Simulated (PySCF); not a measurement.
Identify the unknown among the candidates.

| technique | computed result |
| --- | --- |
| Couplings | largest of the computed one-bond spin–spin couplings (means over like bonds): 11B–1H +135.7 (×2), 13C–1H +133.0 (×9), 13C–11B +51.6, 13C–13C +32.2 (×3) Hz [B3LYP/pcJ-1, spin–dipole term left out for some pairs] |
| 13C NMR | chemical shifts (computed TMS as zero) by class: 31.7 (1 C), 24.4 (3 C) ppm [GIAO PBE0/pcSseg-1] |
| 1H NMR | chemical shifts (computed TMS as zero) by class: 7.04 (2 H), 0.97 (9 H) ppm [GIAO PBE0/pcSseg-1] |
| Triplet | lowest triplet excitation (Tamm–Dancoff): 4.87 eV [TDA CAM-B3LYP/def2-SVPD] |
| UV, strongest line | among the 10 lowest singlet transitions: S7 at 8.81 eV (141 nm, f = 0.119) [TDDFT CAM-B3LYP/def2-SVPD] |
| Rotational structure | rotational constants A, B, C: 4.825, 4.656, 4.213 GHz [PBE0-D3(BJ)/def2-SVP] |
| UV, first state | lowest singlet excitation: 5.42 eV (229 nm, f = 0.007) [TDDFT CAM-B3LYP/def2-SVPD] |

The electronic properties come from PySCF, for the isolated species, density fitting. Levels stand in brackets. Isolated species at its PBE0-D3(BJ)/def2-SVP geometry, gas phase. NMR values are class means; diastereotopic atoms form classes of their own.

**Question.** Which candidate is it?
A. `[H]B([H])CC(C)C` (BH2(iBu))
B. `[H]B([H])C(C)(C)C` (BH2(tBu))
C. `CCB(F)F` (ethyldifluoroborane)

**Answer.** B. It is `[H]B([H])C(C)(C)C`. 4 carbons fall into 2 classes; from least to most shielded: carbon bonded to B and 3 C (31.7 ppm), carbon bonded to C and 3 H (24.4 ppm, 3 C, up to 13.8 ppm apart in this geometry). Hydrogen classes from least to most shielded: 2 H on a boron bonded to C and 2 H (7.04 ppm), 9 H on 3 like atoms (carbon bonded to C and 3 H) (0.97 ppm, a mean of values up to 1.0 ppm apart in this geometry). The couplings run between: +135.7 Hz, boron bonded to C and 2 H and its hydrogen (with 1 like pair); +133.0 Hz, carbon bonded to C and 3 H and its hydrogen (with 8 like pairs); +51.6 Hz, carbon bonded to B and 3 C and boron bonded to C and 2 H; +32.2 Hz, carbon bonded to B and 3 C and carbon bonded to C and 3 H (with 2 like pairs). The optimised geometry has point group Cs and is an asymmetric top.

The others, at the same levels:
- `[H]B([H])CC(C)C` fails: it has 3 carbon classes against 2; its computed 13C shifts are 44.9 (1 C), 26.4 (1 C), 24.2 (2 C) ppm, 1H shifts are 7.93 (2 H), 1.91 (2 H), 1.75 (1 H), 1.01 (6 H) ppm and lowest singlet excitation is 5.73 eV (217 nm, f = 0.000) (against 5.42 eV).
- `CCB(F)F` fails: it has 5 hydrogens where the 1H data count 11; its computed 13C shifts are 8.1 (1 C), 6.6 (1 C) ppm, 1H shifts are 0.98 (3 H), 0.91 (2 H) ppm and lowest singlet excitation is 8.32 eV (149 nm, f = 0.012) (against 5.42 eV).

Each candidate is one conformer, not necessarily the lowest. The conformers computed, where there is a choice (atom-mapped SMILES and torsion angles):
- `[CH3:1][CH2:2][B:3]([F:4])[F:5]`: C1–C2–B3–F4 -10°
